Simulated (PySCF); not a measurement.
**Magnetic susceptibility: SMILES c1c(CC(=C)Cl)[nH]cn1, C₆H₇ClN₂**

Molfile (atoms numbered from 1):
```
C6H7ClN2
     RDKit          3D

 16 16  0  0  0  0  0  0  0  0999 V2000
    2.5727    0.0168   -0.5914 C   0  0  0  0  0  0  0  0  0  0  0  0
    1.5064   -0.7133   -0.3246 C   0  0  0  0  0  0  0  0  0  0  0  0
    0.8971   -1.8261   -1.5169 Cl  0  0  0  0  0  0  0  0  0  0  0  0
    0.7009   -0.6663    0.9409 C   0  0  0  0  0  0  0  0  0  0  0  0
   -0.5703    0.0889    0.7290 C   0  0  0  0  0  0  0  0  0  0  0  0
   -1.0275    1.2740    1.2368 C   0  0  0  0  0  0  0  0  0  0  0  0
   -2.2568    1.5580    0.7338 N   0  0  0  0  0  0  0  0  0  0  0  0
   -2.5484    0.5751   -0.0689 C   0  0  0  0  0  0  0  0  0  0  0  0
   -1.5615   -0.3507   -0.1084 N   0  0  0  0  0  0  0  0  0  0  0  0
    2.9549    0.7081    0.1379 H   0  0  0  0  0  0  0  0  0  0  0  0
    3.0943   -0.0429   -1.5301 H   0  0  0  0  0  0  0  0  0  0  0  0
    0.4761   -1.6855    1.2686 H   0  0  0  0  0  0  0  0  0  0  0  0
    1.2798   -0.1663    1.7173 H   0  0  0  0  0  0  0  0  0  0  0  0
   -0.5522    1.9329    1.9345 H   0  0  0  0  0  0  0  0  0  0  0  0
   -3.4571    0.4912   -0.6304 H   0  0  0  0  0  0  0  0  0  0  0  0
   -1.5159   -1.1850   -0.6719 H   0  0  0  0  0  0  0  0  0  0  0  0
  1  2  2  0
  2  3  1  0
  2  4  1  0
  4  5  1  0
  5  6  2  0
  6  7  1  0
  7  8  2  0
  8  9  1  0
  9  5  1  0
  1 10  1  0
  1 11  1  0
  4 12  1  0
  4 13  1  0
  6 14  1  0
  8 15  1  0
  9 16  1  0
M  END
```

Method: GIAO B97-2/pcSseg-1 magnetisability, rotational g tensor and spin-rotation constants, non-relativistic, gas phase (PySCF). Geometry: GFN2-xTB.

(1) What are the magnetisability and the molar susceptibility?

(2) Split it along the inertial axes a, b, c into diamagnetic and paramagnetic parts about the centre of mass, with the quadrupole moment.

(3) And the rotational g tensor?

## Answers

(1) Isotropic -1415 × 10⁻³⁰ J/T², or -85.2 × 10⁻⁶ cm³/mol; principal values -1845, -1267, -1133 × 10⁻³⁰ J/T², anisotropy 656 × 10⁻³⁰ J/T² (root of half the summed squared differences of the principal values). The susceptibility is in cgs units.

(2) 
```csv
axis,χ (10⁻⁶ cm³/mol),diamagnetic (10⁻⁶ cm³/mol),paramagnetic (10⁻⁶ cm³/mol),summed x² of all electrons (Å²),quadrupole Θ (D Å)
a,-79.6,-534.9,455.3,286.5,-17.40
b,-69.3,-1356.9,1287.6,92.8,+16.49
c,-106.7,-1609.3,1502.6,33.3,+0.91
```
Anisotropies 2χaa − χbb − χcc = +16.9 and 2χbb − χaa − χcc = +47.6 × 10⁻⁶ cm³/mol. Θ is traceless in Buckingham's convention.

(3) 
| axis | rotational constant (GHz) | g | nuclear part | electronic part |
| --- | --- | --- | --- | --- |
| a | 2.8734 | -0.0248 | 0.5899 | -0.6147 |
| b | 0.9107 | -0.0208 | 0.5301 | -0.5509 |
| c | 0.7607 | -0.0007 | 0.5363 | -0.5370 |

Asymmetric top; isotopes 12C, 35Cl, 1H, 14N; no vibrational averaging.
